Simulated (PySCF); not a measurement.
Working out the ionisation energy of Ti

Ti [Ar] 3d2 4s2 (3F) → Ti⁺ [Ar] 3d2 4s1 (4F). All numbers are calculated (PySCF 2.14, the non-relativistic Hamiltonian (point nucleus), in def2-SVP (5s3p2d1f, 31 functions)). Frozen: [Ar]. Energies in hartree (1 hartree = 27.21139 eV):

```json
{"part": "UHF", "Ti (lower)": "-848.287292", "Ti⁺ (upper)": "-848.084123"}
{"part": "MP2 opposite-spin", "Ti (lower)": "-0.022146", "Ti⁺ (upper)": "0.000000"}
{"part": "MP2 same-spin", "Ti (lower)": "-0.005674", "Ti⁺ (upper)": "-0.005585"}
```

Task: What does Hartree-Fock give?

Result: (-848.084123) − (-848.287292) = 0.203169 hartree = 5.529 eV.

Task: What do MP2 and SCS-MP2 (6/5 opposite-spin, 1/3 same-spin) give?

Result: The opposite-spin parts differ by 0.603 eV and the same-spin parts by 0.002 eV. MP2: 5.529 + (0.603) + (0.002) = 6.134 eV. SCS-MP2: 5.529 + 1.2 × (0.603) + (0.002)/3 = 6.253 eV.

Measured between the centres of the two terms (NIST): 6.828 eV, so MP2 (valence) is off by -0.694 eV.

The calculation is non-relativistic.

A double-zeta basis recovers only part of the correlation energy.

What remains against the reference includes basis incompleteness, the frozen core and correlation beyond second order.
